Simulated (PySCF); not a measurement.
B(Et)(OH)(NH2) (C2H8BNO), SMILES CCB(O)N. Geometry optimised at PBE-D3(BJ)/def2-SVP. The values are those of a single conformer.

Computed equilibrium geometry at PBE-D3(BJ)/def2-SVP (PySCF confirms it by a frequency run) as a Z-matrix (one conformer of several):
```
B
O 1 1.3854
H 2 0.9726 1 113.22
N 1 1.4207 2 122.04 3 0.15
H 4 1.0186 1 121.80 2 -179.30
H 4 1.0203 5 113.15 1 179.45
C 1 1.5904 2 116.63 3 179.71
H 7 1.1121 1 110.83 2 173.33
H 7 1.1147 8 105.35 1 -115.34
C 7 1.5363 8 110.39 9 -117.68
H 10 1.1087 7 110.93 8 179.69
H 10 1.1100 11 107.70 7 123.40
H 10 1.1104 11 106.91 12 114.94
```
Charge 0, spin multiplicity 1.
